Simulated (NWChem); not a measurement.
MgHF; SMILES [F][MgH]

Computed with NWChem. Each level has its own optimisation; frequencies are unscaled.

| level | r H–Mg (Å) | r F–Mg (Å) | highest harmonic frequency (cm⁻¹) | lowest (cm⁻¹) | zero-point energy (kcal/mol) | dipole (D) |
|---|---|---|---|---|---|---|
| BLYP/def2-SVP | 1.690 | 1.777 | 1633 | 284 | 4.2 | (withheld) |
| LDA (Slater exchange, VWN5)/def2-SVP | 1.691 | 1.755 | 1626 | 288 | 4.2 | 1.45 |
| B3LYP/def2-TZVP | 1.681 | 1.761 | 1686 | 330 | 4.4 | 1.51 |
| BP86/def2-TZVP | 1.694 | 1.776 | 1646 | 324 | 4.3 | 1.48 |
| PBE0/def2-SVP | 1.688 | 1.761 | 1660 | 301 | 3.9 | 1.47 |

Fill in the missing entries.


- BLYP/def2-SVP, dipole (D): 1.36
